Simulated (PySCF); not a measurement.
C6H15BO.
Atom-mapped SMILES: `[CH3:1][O+:2]([CH3:3])[BH2-:4][CH:5]1[CH2:6][CH2:7][CH2:8]1` (hydrogens: H9, H10, H11 on C1; H12, H13, H14 on C3; H15, H16 on B4; H17 on C5; H18, H19 on C6; H20, H21 on C7; H22, H23 on C8)

Geometry (PBE0-D3(BJ)/def2-SVP, Å), atoms numbered from 1 in this order:
```
atom  x, y, z in Å
C1    -1.659    0.095    0.782
O2    -0.941    1.018   -0.023
C3    -1.752    2.058   -0.550
B4     0.087    0.339   -1.148
C5     1.117   -0.598   -0.365
C6     2.378   -0.855   -1.234
C7     3.112    0.243   -0.442
C8     2.032    0.136    0.651
H9    -0.928   -0.588    1.225
H10   -2.374   -0.474    0.165
H11   -2.187    0.646    1.574
H12   -1.085    2.733   -1.095
H13   -2.504    1.644   -1.241
H14   -2.243    2.585    0.281
H15   -0.682   -0.240   -1.915
H16    0.590    1.345   -1.631
H17    0.649   -1.523    0.017
H18    2.813   -1.851   -1.058
H19    2.280   -0.713   -2.323
H20    4.155    0.051   -0.148
H21    3.073    1.213   -0.960
H22    2.356   -0.519    1.477
H23    1.658    1.077    1.087
```

Computed at PBE0/pcSseg-1 (PySCF, non-relativistic), with Q(17O) = −0.0256 b, Q(11B) = 0.04059 b: O2, 17O (I = 5/2): χzz = 12.08 MHz, η = 0.615; B4, 11B (I = 3/2): χzz = 3.693 MHz, η = 0.093.

(1) Find the zero-field quadrupole resonance frequencies of 17O at O2.

(2) Where would the pure quadrupole (NQR) lines of 11B at B4 fall for the rigid, isolated species?

## Answers

(1) From the eigenvalues of H = χ/[4I(2I − 1)] × [3Iz² − I(I + 1) + η(Ix² − Iy²)], steps between neighbouring levels, labelled as for η = 0: ±1/2↔±3/2 2.442 MHz, ±3/2↔±5/2 3.405 MHz (oxygen bonded to B and 2 C).

(2) From ν = (|χ|/2)√(1 + η²/3): ν = 1.849 MHz (four-coordinate boron).

In a crystal, neighbours and librations shift these lines. The small basis limits the accuracy of the gradients.

The run behind these numbers computed NMR shieldings as well. Time: 74 s wall; peak memory 0.99 GiB. Hardware: one thread of an Arm Neoverse N1, shared host with 64 logical CPUs at a one-minute load of 60.

One conformer stands for the species.
